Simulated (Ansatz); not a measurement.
Basis-set series for `C=[C]1[AlH][AlH]1`. Charge 0, multiplicity 1. The structure was optimised at the PBE0-D4/def2-TZVP level.

```json
{"functional": "PBE0-D4", "basis": "def2-TZVPP", "functions": "202", "energy (Eh)": "-563.10041", "HOMO (eV)": "-6.06", "LUMO (eV)": "-1.33"}
{"functional": "PBE0-D4", "basis": "def2-QZVPP", "functions": "374", "energy (Eh)": "-563.11917", "HOMO (eV)": "-6.06", "LUMO (eV)": "-1.37"}
{"functional": "ωB97M-V", "basis": "def2-TZVPP", "functions": "202", "energy (Eh)": "-563.34579", "HOMO (eV)": "-7.98", "LUMO (eV)": "0.38"}
{"functional": "ωB97M-V", "basis": "def2-QZVPP", "functions": "374", "energy (Eh)": "-563.36422", "HOMO (eV)": "-7.99", "LUMO (eV)": "0.18"}
```

Task: Give the rows for def2-SVP. (Estimate.)

Result: Computed: 
```
functional     basis  functions  energy (Eh)  HOMO (eV)  LUMO (eV)
   PBE0-D4  def2-SVP         84   -562.84457      -6.09      -1.28
   ωB97M-V  def2-SVP         84   -563.08674      -7.99       0.53
```

Positive LUMOs are unbound and depend on the basis.
